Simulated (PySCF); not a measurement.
# The third ionisation energy along group 14

All values are computed (PySCF 2.14, energy differences of UHF-based or UKS calculations, no spin-orbit coupling). Values in eV. The last column holds reference values (NIST; (s) semi-empirical, (t) theoretical, else measured). Unmarked ones compare directly (S terms, centres of terms, or small fine structure); those marked * lie between the lowest fine-structure levels and include a spin-orbit shift.

| element | configurations | UHF | MP2 (valence) | SCS-MP2 (valence) | FCI (valence) | LDA | PBE0 | reference |
| --- | --- | --- | --- | --- | --- | --- | --- | --- |
| C (aug-cc-pVTZ-DK, spin-free X2C) | [He] 2s2 → [He] 2s1 | 45.806 | 46.979 | 47.214 | 47.789 | 46.966 | 47.062 | 47.888 |
| Si (aug-cc-pVTZ-DK, spin-free X2C) | [Ne] 3s2 → [Ne] 3s1 | 32.023 | 32.885 | 33.057 | n/a | 33.587 | 33.310 | 33.493 |
| Ge (aug-cc-pVTZ-DK, spin-free X2C) | [Ar] 3d10 4s2 → [Ar] 3d10 4s1 | 32.206 | 32.983 | 33.138 | 33.279 | 34.809 | 34.035 | 34.058 |
| Sn (aug-cc-pVTZ-DK3, spin-free X2C) | [Kr] 4d10 5s2 → [Kr] 4d10 5s1 | 28.528 | 29.197 | 29.331 | 29.455 | 31.151 | 30.332 | 30.506 |
| Pb (aug-cc-pVTZ-DK3, spin-free X2C) | [Xe] 4f14 5d10 6s2 → [Xe] 4f14 5d10 6s1 | 29.778 | 30.334 | 30.445 | 30.524 | 32.587 | 31.743 | 31.937 |

```
           method  elements  mean error (eV)  mean absolute error (eV)  largest error (eV)
              UHF         5           -1.908                     1.908              -2.160
    MP2 (valence)         5           -1.101                     1.101              -1.603
SCS-MP2 (valence)         5           -0.939                     0.939              -1.492
    FCI (valence)         4           -0.835                     0.835              -1.414
              LDA         5            0.244                     0.612              -0.922
             PBE0         5           -0.280                     0.280              -0.826
```

Errors include the incompleteness of the basis and the frozen core.

"Valence" correlates the outer s and p shells and, in groups 3 to 12 and the f block, the outer d or f shell, open or full, or the next shell where the ion has no valence electron left; the wider scheme adds the next inner shell.
